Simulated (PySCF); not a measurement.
Compound: C7H11PS.
SMILES: `C#CC[P@](=S)(C=C)CC`

Torsions of this conformer, `[CH:1]#[C:2][CH2:3][P@:4](=[S:5])([CH:6]=[CH2:7])[CH2:8][CH3:9]`: C2–C3–P4–S5 -178°, C3–P4–C6–C7 127°, C3–P4–C8–C9 -69°.

The closed-shell ground state was solved at several levels (PySCF, density fitting, gas phase, non-relativistic). Isolated species at its PBE0-D3(BJ)/def2-SVP geometry (one conformer only).

```
         level  basis functions  HOMO (eV)  LUMO (eV)  gap (eV)  dipole (D)
 PBE0/pcSseg-1              222      -6.49      -0.86      5.63        4.07
B97-2/pcSseg-1              222      -6.24      -0.91      5.33        4.07
```

Q: What might CAM-B3LYP/def2-SVPD (279 basis functions) give for the same quantities?

A: HOMO -7.71 eV, LUMO 0.24 eV, gap 7.95 eV, dipole 4.25 D.

Q: Over all these levels, which gives the widest orbital gap and which the narrowest?

A: CAM-B3LYP/def2-SVPD (range-separated hybrid) has the widest, 7.95 eV, and B97-2/pcSseg-1 (global hybrid, 21 % exact exchange) the narrowest, 5.33 eV. Functional and basis both differ between the two, so the spread mixes both effects.

Q: How far do the dipole and the HOMO energy spread over the levels?

A: The dipole runs from 4.07 to 4.25 D (mean 4.13 D) and the HOMO from -7.71 to -6.24 eV.
